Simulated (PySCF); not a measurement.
Compound: C₆H₉N₃.
Numbering: `[CH2:1]=[CH:2][n:3]1[c:4]([CH3:5])[n:6][n:7][c:8]1[CH3:9]` (hydrogens: H10, H11 on C1; H12 on C2; H13, H14, H15 on C5; H16, H17, H18 on C9)

Cartesian coordinates in Å at the GFN2-xTB level; atoms count from 1:
```xyz
18
C6H9N3 angstrom
C     -1.4526    1.3975    1.1208
C     -0.2326    1.0720    0.7224
N      0.1506   -0.0272   -0.0344
C     -0.5744   -1.0195   -0.6716
C     -2.0473   -1.1520   -0.7204
N      0.2349   -1.8424   -1.2638
N      1.5012   -1.4368   -1.0451
C      1.4635   -0.3623   -0.3230
C      2.6485    0.4024    0.1273
H     -2.3310    0.8242    0.8978
H     -1.5964    2.2868    1.7076
H      0.6097    1.6945    0.9930
H     -2.4564   -1.3482    0.2703
H     -2.2783   -1.9935   -1.3682
H     -2.5053   -0.2507   -1.1264
H      2.6280    1.4191   -0.2658
H      2.6957    0.4447    1.2152
H      3.5335   -0.1024   -0.2474
```

Computed at PBE0/pcSseg-1 (PySCF, non-relativistic), with Q(14N) = 0.02044 b: N3, 14N (I = 1): χzz = -2.797 MHz, η = 0.251; N6, 14N (I = 1): χzz = -5.006 MHz, η = 0.245.

(1) Find the zero-field quadrupole resonance frequencies of 14N at N3.

(2) Find the zero-field quadrupole resonance frequencies of 14N at N6.

Results:

(1) From ν± = (3/4)|χ|(1 ± η/3) and ν0 = |χ|η/2: ν+ 2.273 MHz, ν− 1.922 MHz, ν0 0.351 MHz (pyrrole-type nitrogen).

(2) From ν± = (3/4)|χ|(1 ± η/3) and ν0 = |χ|η/2: ν+ 4.060 MHz, ν− 3.448 MHz, ν0 0.612 MHz (pyridine-type nitrogen).

In a crystal, neighbours and librations shift these lines. One conformer (not necessarily the lowest) at the GFN2-xTB geometry, without solvent, vibrations or thermal averaging. GFN2-xTB frequencies show an imaginary mode (59i cm⁻¹), so this geometry is no minimum at that level. GFN2-xTB bond lengths can be off by several hundredths of an ångström, more for odd bonds, and the gradients follow them. These gradients aren't converged with respect to the basis.
